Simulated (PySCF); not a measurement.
Stepwise substitution at one centre (Al OH-SH). Gas-phase values, no solvent. One relaxed conformer stands for each flexible species; it need not be the lowest. Strings in code marks are SMILES.

Quantity: redistribution energy (mixed species minus the weighted end members), in eV.

Case: 2 of 3 OH replaced by SH: `[SH][Al]([SH])[OH]`. The other species in the difference include `[OH][Al]([OH])[OH]` (neutral, multiplicity 1). Geometry of `[OH][Al]([SH])[SH]` (neutral, multiplicity 1, Å):

```xyz
7

O      1.0409    -0.4627     0.9142
Al    -0.2166    -0.0279    -0.1311
S     -0.3708     1.9033    -1.1463
S     -1.7936    -1.4837    -0.4969
H      1.7916     0.0795     1.1560
H      0.7645     2.3826    -0.6076
H     -1.2160    -2.3911     0.3117
```

Q: What is the computed redistribution energy (mixed species minus the weighted end members) (B3LYP-D3(BJ)/def2-TZVP (PySCF))?

A: 0.024 eV.
